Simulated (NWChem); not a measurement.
System: C₃H₂N₂O; SMILES O=C/C=N/C#N

Input file for NWChem:

```
start job
memory heap 200 mb stack 900 mb global 1100 mb
geometry units angstroms noautoz
  N      0.299000     3.001647     0.000000
  C     -0.010566     1.879745     0.000000
  N     -0.486050     0.638267     0.000000
  C      0.279230    -0.385269     0.000000
  C     -0.352197    -1.734981     0.000000
  O      0.302555    -2.741894     0.000000
  H      1.381591    -0.343287     0.000000
  H     -1.468687    -1.719130     0.000000
end
basis spherical
  * library def2-tzvp
end
dft
  xc r2scan
  iterations 150
  semidirect filesize 400000000
  mulliken
end
task dft energy
```

NWChem printed, in part:

```
             Northwest Computational Chemistry Package (NWChem) 7.3.0
             --------------------------------------------------------

 CS  symmetry detected

                             Geometry "geometry" -> ""
                             -------------------------

 Output coordinates in angstroms (scale by  1.889725989 to convert to a.u.)

  No.       Tag          Charge          X              Y              Z
 ---- ---------------- ---------- -------------- -------------- --------------
    1 N                    7.0000     0.26057400     3.00309063     0.00000000
    2 C                    6.0000    -0.03927166     1.87855171     0.00000000
    3 N                    7.0000    -0.50399432     0.63300544     0.00000000
    4 C                    6.0000     0.27011453    -0.38386964     0.00000000
    5 C                    6.0000    -0.34960865    -1.73899536     0.00000000
    6 O                    8.0000     0.31383249    -2.74020454     0.00000000
    7 H                    1.0000     1.37207095    -0.33234956     0.00000000
    8 H                    1.0000    -1.46619401    -1.73280686     0.00000000

 Effective nuclear repulsion energy (a.u.)     181.1224380331

      Symmetry information
      --------------------

 Group name             Cs
 Group number              2
 Group order               2
 No. of unique centers     8

                                 NWChem DFT Module
                                 -----------------

 Summary of "ao basis" -> "ao basis" (spherical)
 ------------------------------------------------------------------------------
       Tag                 Description            Shells   Functions and Types
 ---------------- ------------------------------  ------  ---------------------
 N                         def2-tzvp                11       31   5s3p2d1f
 C                         def2-tzvp                11       31   5s3p2d1f
 O                         def2-tzvp                11       31   5s3p2d1f
 H                         def2-tzvp                 4        6   3s1p

      Symmetry analysis of basis
      --------------------------

        a'        136
        a"         62

            General Information
            -------------------
          SCF calculation type: DFT
          Wavefunction type:  closed shell.
          No. of atoms     :     8
          No. of electrons :    42
           Alpha electrons :    21
            Beta electrons :    21
          Charge           :     0
          Spin multiplicity:     1
          Use of symmetry is: on ; symmetry adaption is: on
          Maximum number of iterations: 150
          AO basis - number of functions:   198
                     number of shells:    74
          Convergence on energy requested:  1.00D-06
          Convergence on density requested:  1.00D-05
          Convergence on gradient requested:  5.00D-04

              XC Information
              --------------
                      r^2SCAN Method XC Functional
               r^2SCAN metaGGA Exchange Functional  1.000
                     r^2SCAN Correlation Potential  1.000

             Grid Information
             ----------------
          Grid used for XC integration:  medium
          Radial quadrature: Mura-Knowles
          Angular quadrature: Lebedev.
          Tag              B.-S. Rad. Rad. Pts. Rad. Cut. Ang. Pts.
          ---              ---------- --------- --------- ---------
          N                   0.65       49          13.0       434
          C                   0.70       49          12.0       434
          O                   0.60       49          13.0       434
          H                   0.35       45          12.0       434
          Grid pruning is: on
          Number of quadrature shells:   384
          Spatial weights used:  Erf1

      Superposition of Atomic Density Guess
      -------------------------------------

 Sum of atomic energies:        -297.42101388

      Non-variational initial energy
      ------------------------------

 Total energy =    -300.252578
 1-e energy   =    -762.064394
 2-e energy   =     280.689378
 HOMO         =      -0.313829
 LUMO         =      -0.135000

      Symmetry analysis of molecular orbitals - initial
      -------------------------------------------------

  Numbering of irreducible representations:

     1 a'          2 a"

  Orbital symmetries:

     1 a'          2 a'          3 a'          4 a'          5 a'
     6 a'          7 a'          8 a'          9 a'         10 a'
    11 a'         12 a'         13 a'         14 a'         15 a"
    16 a"         17 a'         18 a'         19 a"         20 a'
    21 a'         22 a"         23 a"         24 a'         25 a'
    26 a"         27 a'         28 a'         29 a'         30 a'
    31 a'

------------------------------------------------------------
EAF file 0: "./job.aoints.0" size=350224384 bytes
------------------------------------------------------------
               write      read    awrite     aread      wait
               -----      ----    ------     -----      ----
     calls:      668         0         0         0         0
   data(b): 3.50e+08  0.00e+00  0.00e+00  0.00e+00
   time(s): 0.00e+00  0.00e+00  0.00e+00  0.00e+00  0.00e+00
rate(mb/s): 0.00e+00  0.00e+00
------------------------------------------------------------

     ---------------------------------------------
      Total Density - Mulliken Population Analysis
     ---------------------------------------------

    Atom       Charge   Shell Charges
 -----------   ------   -------------------------------------------------------
    1 N    7     7.77   0.82  1.15  0.63  0.94  0.26  1.53  1.67  0.74  0.01  0.03  0.00
    2 C    6     5.32   0.86  1.12  0.60  0.35  0.05  1.02  0.95  0.26  0.03  0.06  0.02
    3 N    7     7.38   0.82  1.16  0.58  0.87  0.21  1.44  1.68  0.58  0.01  0.04  0.00
    4 C    6     5.62   0.86  1.12  0.56  0.62  0.09  1.03  1.02  0.22  0.02  0.06  0.01
    5 C    6     5.40   0.86  1.12  0.55  0.61  0.12  0.96  0.89  0.17  0.04  0.07  0.01
    6 O    8     8.69   0.79  1.18  0.61  0.96  0.29  1.99  2.08  0.77  0.00  0.02  0.00
    7 H    1     0.89   0.24  0.46  0.17  0.02
    8 H    1     0.92   0.24  0.47  0.19  0.02

   convergence    iter        energy       DeltaE   RMS-Dens  Diis-err
 ---------------- ----- ----------------- --------- --------- ---------
 d= 0,ls=0.0,diis     1   -299.9219982687 -4.81D+02  1.16D-02  1.80D+00
 d= 0,ls=0.5,diis     2   -298.5236260996  1.40D+00  3.99D-03  1.32D+01
 d= 0,ls=0.5,diis     3   -299.6424954079 -1.12D+00  2.39D-03  3.60D+00
 d= 0,ls=0.5,diis     4   -299.9954840457 -3.53D-01  1.53D-03  9.44D-01
 d= 0,ls=0.5,diis     5   -300.0909765925 -9.55D-02  7.97D-04  2.58D-01
  Resetting Diis
 d= 0,ls=0.5,diis     6   -300.1211627775 -3.02D-02  4.24D-04  6.95D-02
 d= 0,ls=0.5,diis     7   -300.1304948936 -9.33D-03  5.50D-04  2.11D-02
 d= 0,ls=0.5,diis     8   -300.1324620124 -1.97D-03  2.14D-04  2.72D-02
 d= 0,ls=0.5,diis     9   -300.1341910690 -1.73D-03  1.54D-04  9.81D-03
 d= 0,ls=0.5,diis    10   -300.1350644644 -8.73D-04  1.09D-04  2.72D-03
 d= 0,ls=0.5,diis    11   -300.1353452400 -2.81D-04  7.64D-05  5.91D-04
 d= 0,ls=0.5,diis    12   -300.1354209329 -7.57D-05  4.56D-05  1.23D-04
 d= 0,ls=0.5,diis    13   -300.1354407911 -1.99D-05  2.56D-05  3.11D-05
 d= 0,ls=0.5,diis    14   -300.1354471982 -6.41D-06  1.39D-05  8.58D-06
 d= 0,ls=0.5,diis    15   -300.1354495000 -2.30D-06  7.80D-06  2.98D-06
 d= 0,ls=0.5,diis    16   -300.1354504913 -9.91D-07  4.40D-06  1.02D-06

         Total DFT energy =     -300.135450927344
      One electron energy =     -764.666543492733
           Coulomb energy =      322.567249062964
    Exchange-Corr. energy =      -39.158594530654
 Nuclear repulsion energy =      181.122438033078

 Numeric. integr. density =       41.999998181473

                  Occupations of the irreducible representations
                  ----------------------------------------------

                     irrep           alpha         beta
                     --------     --------     --------
                     a'               18.0         18.0
                     a"                3.0          3.0

                       DFT Final Molecular Orbital Analysis
                       ------------------------------------

 Vector   19  Occ=2.000000D+00  E=-3.192222D-01  Symmetry=a"
              MO Center=  1.2D-01,  1.4D+00,  1.4D-14, r^2= 3.9D+00
   Bfn.  Coefficient  Atom+Function         Bfn.  Coefficient  Atom+Function
  ----- ------------  ---------------      ----- ------------  ---------------
     8      0.290456  1 N  pz                11      0.245954  1 N  pz
    39      0.215867  2 C  pz               101     -0.193002  4 C  pz
    42      0.191736  2 C  pz               104     -0.182459  4 C  pz
    70     -0.147901  3 N  pz               163      0.139200  6 O  pz
    73     -0.134043  3 N  pz                14      0.130034  1 N  pz

 Vector   20  Occ=2.000000D+00  E=-2.945511D-01  Symmetry=a'
              MO Center= -1.4D-01,  1.4D+00, -7.2D-15, r^2= 3.5D+00
   Bfn.  Coefficient  Atom+Function         Bfn.  Coefficient  Atom+Function
  ----- ------------  ---------------      ----- ------------  ---------------
    68     -0.275405  3 N  px                 6      0.266519  1 N  px
    71     -0.232200  3 N  px                 9      0.226788  1 N  px
    74     -0.170328  3 N  px                37      0.163165  2 C  px
    66      0.157249  3 N  s                 40      0.141821  2 C  px
    12      0.132488  1 N  px               161     -0.112052  6 O  px

[...]
```

Level: r2SCAN/def2-TZVP. Structure relaxed at the PBE0/def2-SVP level.
